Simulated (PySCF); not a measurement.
# Working out the ionisation energy of K

K [Ar] 4s1 (2S) → K⁺ [Ar] (1S). Computed with PySCF 2.14 in aug-cc-pwCVTZ-X2C (9s8p6d3f, 84 functions), with the spin-free X2C one-electron Hamiltonian (Gaussian nucleus). Frozen: [Ne]. Energies in hartree (1 hartree = 27.21139 eV):

| part | K (lower) | K⁺ (upper) |
| --- | --- | --- |
| UHF | -601.464345 | -601.316521 |
| CCSD correlation | -0.220195 | -0.210025 |
| (T) | -0.005363 | -0.004540 |

What does Hartree-Fock give?

(-601.316521) − (-601.464345) = 0.147824 hartree = 4.022 eV.

What do CCSD and CCSD(T) give?

The CCSD correlation energies differ by 0.010170 hartree = 0.277 eV and the triples by 0.000823 hartree = 0.022 eV, so CCSD gives 4.299 eV and CCSD(T) 4.321 eV.

Measured between the centres of the two terms (NIST): 4.341 eV, so CCSD(T) (valence and next inner shell) is off by -0.020 eV.

What remains against the reference includes basis incompleteness, the frozen core and higher excitations.
